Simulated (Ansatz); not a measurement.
The first iterations of a band of C₂H₇ClSi₂ (12 atoms, charge 0, multiplicity 1).

All numbers below come from RKS r2SCAN/def2-SVP in Ansatz.

```
movable images  : 7
climbing image  : yes
spring          : 5.0 eV/Å²
optimiser       : quadratic models (default)
start path      : IDPP
force threshold : 0.05 eV/Å
iteration limit : 44
end points      : relaxed
```

Initial state:

```xyz
12
Properties=species:S:1:pos:R:3
Si -1.692 0.046 0.334
C 0.124 0.210 -0.143
Si 1.359 -1.117 0.338
C 0.574 1.272 -0.831
Cl -0.449 2.590 -1.351
H -2.112 1.174 1.217
H -2.558 0.016 -0.880
H -1.855 -1.239 1.079
H 1.397 -1.273 1.824
H 2.717 -0.739 -0.159
H 0.961 -2.432 -0.250
H 1.612 1.436 -1.144
```

Final state:

```xyz
12
Properties=species:S:1:pos:R:3
Si -1.395 0.514 0.879
C 0.068 0.125 -0.244
Si 1.292 -1.220 0.219
C 0.268 0.794 -1.391
Cl -0.780 2.069 -1.963
H -1.335 1.926 1.358
H -2.686 0.282 0.167
H -1.320 -0.402 2.057
H 0.593 -2.534 0.350
H 1.933 -0.908 1.532
H 2.345 -1.322 -0.837
H 1.094 0.623 -2.092
```

| iteration | highest image above the first end (eV) | largest band force component (eV/Å) |
| --- | --- | --- |
| 1 | 0.185 | 0.995 |
| 2 | 0.088 | 0.157 |

Problem. Does the band converge within its limit, and where does its top end?

Solution. The forces met the threshold. It ended after 5 iterations with the highest image 0.082 eV above the first end. A vibrational analysis at the climbing image gives one clearly imaginary mode, 134i cm⁻¹: a first-order saddle point.

Run time: 2.9 min on 2 threads of Arm Neoverse V2, with other jobs on the host, peak memory 0.18 GiB.
